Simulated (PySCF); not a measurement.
**Correlation energy of Si²⁺ (silicon, charge +2)**

[Ne] 3s2, closed-shell 1S. Calculation: PySCF 2.14, in aug-cc-pCVTZ-DK (8s7p5d3f, 75 functions); the spin-free X2C one-electron Hamiltonian (Gaussian nucleus). Frozen: 1s2; 10 electrons correlated.

```json
{"level": "CCSD", "correlation energy (mhartree)": "-331.18"}
{"level": "(T)", "correlation energy (mhartree)": "-3.11"}
{"level": "CCSD(T)", "correlation energy (mhartree)": "-334.29"}
```

Diagnostics: T1 = 0.0047, D1 = 0.0145, largest double amplitude 0.106.

Cost of the coupled-cluster step: of the order of 5 core-seconds, for 10 correlated electrons.

Iterations:

```
CC2 = 0
CCSD nocc = 5, nmo = 74
frozen orbitals [0]
max_cycle = 100
direct = 0
conv_tol = 1e-08
conv_tol_normt = 1e-06
diis_space = 8
diis_start_cycle = 0
Init t2, MP2 energy = -288.915688645698  E_corr(MP2) -0.31795481087213
Init E_corr(CCSD) = -0.317954810875362
cycle = 1  E_corr(CCSD) = -0.3264740220126  dE = -0.00851921114  norm(t1,t2) = 0.0392134
cycle = 2  E_corr(CCSD) = -0.32951293819985  dE = -0.00303891619  norm(t1,t2) = 0.0164782
cycle = 3  E_corr(CCSD) = -0.331200675414421  dE = -0.00168773721  norm(t1,t2) = 0.00739797
cycle = 4  E_corr(CCSD) = -0.331182938188033  dE = 1.77372264e-05  norm(t1,t2) = 0.00040591
cycle = 5  E_corr(CCSD) = -0.331176232660911  dE = 6.70552712e-06  norm(t1,t2) = 3.57217e-05
cycle = 6  E_corr(CCSD) = -0.331177716393844  dE = -1.48373293e-06  norm(t1,t2) = 6.97537e-06
cycle = 7  E_corr(CCSD) = -0.331177520071335  dE = 1.96322509e-07  norm(t1,t2) = 1.02229e-06
cycle = 8  E_corr(CCSD) = -0.331177475457767  dE = 4.46135683e-08  norm(t1,t2) = 1.58286e-07
cycle = 9  E_corr(CCSD) = -0.331177477530537  dE = -2.07277029e-09  norm(t1,t2) = 2.14559e-08
CCSD converged
E(CCSD) = -288.928911312356  E_corr = -0.3311774775305371
CCSD(T) correction = -0.0031092754068136
```
